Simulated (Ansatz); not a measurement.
Cost and result for the atomization energy of `C[B-](C)([OH2+])F` (13 atoms, 12 bonds).

```
atom    x (Å)    y (Å)    z (Å)
  C1  -0.8162  -0.6841   1.0934
  B2   0.3301  -0.0015   0.2402
  C3   0.1950   1.4852  -0.2882
  O4   0.1804  -0.9594  -1.3735
  F5   1.6129  -0.3926   0.5652
  H6  -1.8073  -0.5563   0.6514
  H7  -0.8449  -0.2188   2.0846
  H8  -0.6467  -1.7534   1.2610
  H9  -0.7654   1.6777  -0.7725
 H10   0.9955   1.7684  -0.9805
 H11   0.2679   2.1716   0.5623
 H12   0.9266  -0.6624  -1.9075
 H13   0.3720  -1.8745  -1.1361
```

The species carries charge 0 and has multiplicity 1. The structure was optimised at the PBE0-D4/def2-TZVP level. It is one conformer, not always the lowest. Program: Ansatz. All runs use 4 threads of an Arm Neoverse V2 on a shared host. Times are those of one run each, without the atoms' runs, and a repeat can differ threefold. Electronic energies, without spin–orbit coupling; frozen cores. CCSD(T)/CBS adds CCSD(T) − MP2 in def2-TZVPP to the MP2 limit, and its time is that of the two runs behind it. T1 = 0.010. B3LYP takes the VWN-RPA correlation (the form of Gaussian; ORCA's B3LYP/G).

CCSD(T)/CBS is a level of theory with its own doubt, some kJ/mol a heavy atom from the limit and from the frozen cores, so smaller differences don't rank the functionals.

```json
{"level": "LDA (SPW92)/def2-TZVPP", "functions": "267", "wall time": "1.1 s", "atomization (kcal/mol)": "1360.8", "difference from CCSD(T)/CBS": "164.7", "per bond": "13.7"}
{"level": "revPBE-D4/def2-TZVPP", "functions": "267", "wall time": "1.8 s", "atomization (kcal/mol)": "1185.9", "difference from CCSD(T)/CBS": "-10.2", "per bond": "-0.8"}
{"level": "BLYP-D4/def2-TZVPP", "functions": "267", "wall time": "1.9 s", "atomization (kcal/mol)": "1192.2", "difference from CCSD(T)/CBS": "-3.9", "per bond": "-0.3"}
{"level": "PBE-D4/def2-TZVPP (with forces)", "functions": "267", "wall time": "2.1 s", "atomization (kcal/mol)": "1214.5", "difference from CCSD(T)/CBS": "18.4", "per bond": "1.5"}
{"level": "B3LYP-D4/def2-TZVPP (with forces)", "functions": "267", "wall time": "3.6 s", "atomization (kcal/mol)": "1195.5", "difference from CCSD(T)/CBS": "-0.6", "per bond": "0.0"}
{"level": "r2SCANh-D4/def2-TZVPP", "functions": "267", "wall time": "4.4 s", "atomization (kcal/mol)": "1193.8", "difference from CCSD(T)/CBS": "-2.3", "per bond": "-0.2"}
{"level": "ωB97X-V/def2-TZVPP", "functions": "267", "wall time": "6.5 s", "atomization (kcal/mol)": "1194.8", "difference from CCSD(T)/CBS": "-1.3", "per bond": "-0.1"}
{"level": "CCSD(T)/def2-SVP", "functions": "110", "wall time": "7 s", "atomization (kcal/mol)": "1146.5", "difference from CCSD(T)/CBS": "-49.6", "per bond": "-4.1"}
{"level": "B97M-V/def2-TZVPP", "functions": "267", "wall time": "8 s", "atomization (kcal/mol)": "1198.0", "difference from CCSD(T)/CBS": "1.9", "per bond": "0.2"}
{"level": "ωB97M-V/def2-TZVPP (with forces)", "functions": "267", "wall time": "9.5 s", "atomization (kcal/mol)": "1200.4", "difference from CCSD(T)/CBS": "4.3", "per bond": "0.4"}
{"level": "MP2/def2-QZVPP", "functions": "525", "wall time": "27 s", "atomization (kcal/mol)": "1203.5", "difference from CCSD(T)/CBS": "7.4", "per bond": "0.6"}
{"level": "CCSD(T)/def2-TZVPP", "functions": "267", "wall time": "3.7 min", "atomization (kcal/mol)": "1170.9", "difference from CCSD(T)/CBS": "-25.2", "per bond": "-2.1"}
{"level": "CCSD(T)/CBS(def2)", "functions": "–", "wall time": "4.1 min", "atomization (kcal/mol)": "1196.1", "difference from CCSD(T)/CBS": "0.0", "per bond": "0.0"}
```

From r2SCAN to r2SCAN0 (25 % exact exchange), in def2-TZVPP and without D4, the atomization energy moves by −16.0 kcal/mol: exact exchange takes away binding that semilocal exchange gives to molecules. The D4 term adds +7.6 kcal/mol with B3LYP and +4.0 kcal/mol with PBE0; it sums over pairs of atoms, weighted by their polarisabilities, and B3LYP, whose exchange is more repulsive, gets the larger term. At CCSD(T), def2-SVP lies −49.6 kcal/mol from the extrapolated value and def2-TZVPP −25.2 kcal/mol: correlation converges slowly with the basis, and small sets miss more of it in the bonded molecule than in its fragments.
